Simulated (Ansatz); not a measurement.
Start from `O[BH][AlH][F]` and change one atom or group to get `[BH2][AlH][BH]O`.

Ansatz, PBE0-D4/def2-TZVP geometries, multiplicity 1. Each molecule was computed in one conformer, which needn't be the lowest.

```tsv
property	`O[BH][AlH][F]`
HOMO energy (PBE/def2-TZVPP) / eV	-6.05
size of the dipole moment (PBE/def2-TZVPP) / D	3.07
HOMO–LUMO gap (PBE0/def2-TZVPP) / eV	5.73
size of the dipole moment (B3LYP/def2-TZVPP) / D	3.07
ideal-gas entropy at 298 K and 1 bar (rigid rotor, harmonic PBE0-D4/def2-TZVP) / J/(mol·K)	325
HOMO energy (ωB97M-V/def2-TZVPP) / eV	-9.40
```

(1) Give the same properties after the change, and the shifts. (Best estimate.)

Answers

(1) Computed: 
```csv
property,`[BH2][AlH][BH]O`,shift
HOMO energy (PBE/def2-TZVPP) / eV,-5.59,0.46
size of the dipole moment (PBE/def2-TZVPP) / D,2.12,-0.95
HOMO–LUMO gap (PBE0/def2-TZVPP) / eV,4.56,-1.17
size of the dipole moment (B3LYP/def2-TZVPP) / D,1.98,-1.09
"ideal-gas entropy at 298 K and 1 bar (rigid rotor, harmonic PBE0-D4/def2-TZVP) / J/(mol·K)",339,14
HOMO energy (ωB97M-V/def2-TZVPP) / eV,-8.77,0.63
```

With PBE0 the HOMO rises by 0.59 eV and the LUMO falls by 0.59 eV, so the gap narrows by about 1.18 eV. PBE moves the HOMO by 0.46 eV and ωB97M-V by 0.63 eV. The zero-point energy changes by 43.4 kJ/mol with +6 modes. Dipoles are sizes alone; their direction can turn. Modes under 60 cm⁻¹, often nearly free rotors, make the harmonic entropy too high.

B3LYP here is the variant with VWN-RPA as its local correlation; programs differ in this.
